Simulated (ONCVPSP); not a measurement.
**Before and after: ONCV potential for Te (Z = 52)**

ONCVPSP 4.0.1 input, shortened (lines: element, Z, core and valence counts, functional; n l f; lmax; l rc ep ncon nbas qcut; lloc lpopt rc5 dvloc0; l nproj debl; icmod fcfact rcfact), LDA (Perdew-Wang 92), scalar-relativistic:

```
  Te 52.00    6    5  -001012      upf
    1    0    2.00
    2    0    2.00
    2    1    6.00
    3    0    2.00
    3    1    6.00
    3    2   10.00
    4    0    2.00
    4    1    6.00
    4    2   10.00
    5    0    2.00
    5    1    4.00
    2
    0    1.40    0.00    5    9    9.50
    1    1.45    0.00    4    8   12.00
    2    0.90    0.00    4    9   12.70
    4    5    0.85    0.00
    0    2    1.30
    1    2    1.30
    2    1    2.40
    2    0.35    0.65
```

Change: s: qcut 10.7.

Cutoffs: the cutoffs (Ha) at which the residual kinetic energy of the hardest occupied pseudo-wave falls to 1 and 0.1 mHa per electron; they do not see the model core or the augmentation charge, which bear on the density cutoff. Errors are all-electron minus pseudo energies relative to the spin-unpolarised reference configuration.

Q: How do hardness, ghosts and transferability respond?

A: The potential gets neither clearly harder nor softer (56 Ha and 67 Ha → 56 Ha and 67 Ha); the d channel sets the loose cutoff, while the largest relative change is in s, which becomes harder; the errors of the 4 common tests hardly move; neither file shows a bound ghost.

```csv
quantity,base,changed
"cutoff, loose",56 Ha,56 Ha
"cutoff, tight",67 Ha,67 Ha
loose cutoff by channel,"s 35 Ha, p 28 Ha, d 56 Ha","s 41 Ha, p 28 Ha, d 56 Ha"
bound ghosts,none,none
GHOST(+) flags under 300 eV,s at 193.4 eV,s at 212.5 eV
"error for 4s2 4p6 4d10 5s2 5p3, meV [ΔE 9.91 eV]",-2.3,-2.3
"error for 4s2 4p6 4d10 5s2 5p2, meV [ΔE 28.08 eV]",-6.7,-6.8
"error for 4s2 4p6 4d10 5s2 5p1, meV [ΔE 55.31 eV]",-14,-14
"error for 4s2 4p6 4d10 5s2 5p0, meV [ΔE 92.21 eV]",-24,-25
s: phases at 1.42 bohr within 0.05 rad from the reference energy up to (Ha; the scan ends near 5),to the end of the scan,to the end of the scan
p: phases at 1.47 bohr within 0.05 rad from the reference energy up to (Ha; the scan ends near 5),to the end of the scan,to the end of the scan
d: phases at 0.91 bohr within 0.05 rad from the reference energy up to (Ha; the scan ends near 5),to the end of the scan,to the end of the scan
"rms error of d²Exc/dni dnj with the model core, mHa",0.65,0.46
```
